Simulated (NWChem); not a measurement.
System: CH$_{4}$AlCl; SMILES [CH3][AlH][Cl]

Results from NWChem. Structure relaxed at the PBE0/def2-SVP level. Ions are spin-unrestricted doublets at the neutral geometry; other ion states weren't tried.

Estimate the computed values for B3LYP/def2-SVP. Quantities: vertical ionisation energy, ΔSCF (eV); −ε(HOMO) (eV).


```yaml
vertical ionisation energy, ΔSCF (eV): 10.25
"−ε(HOMO) (eV)": 7.87
```
